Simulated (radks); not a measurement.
All-electron atom: P I in [Ne] 3s2 3p2 6s1 (not the ground configuration). Calculated with a radial shooting solver on a logarithmic mesh with Libxc functionals: Dirac Kohn-Sham, PBE, spin-unpolarised, spherical densities, finite nucleus; open shells are shared between the two j in proportion to 2j + 1; Fermi nuclear charge, rms radius 3.1889 fm.

Unscreened Slater integrals over Kohn-Sham orbitals (cm^-1). Large and small components are both included.

integral          value
F0(6s1/2,6s1/2)  8724.1
F0(6s1/2,3p3/2)   12341
G1(6s1/2,3p3/2)  278.99
F0(6s1/2,3p1/2)   12342
G1(6s1/2,3p1/2)  277.95
F0(6s1/2,3s1/2)   12408
G0(6s1/2,3s1/2)  181.43
F0(3p3/2,3p3/2)   92684
F2(3p3/2,3p3/2)   46828
F0(3p3/2,3p1/2)   92830
G2(3p3/2,3p1/2)   46894
F0(3p3/2,3s1/2)   99741
G1(3p3/2,3s1/2)   65531
F0(3p1/2,3p1/2)   92976
F0(3p1/2,3s1/2)   99925
G1(3p1/2,3s1/2)   65726
F0(3s1/2,3s1/2)  108700
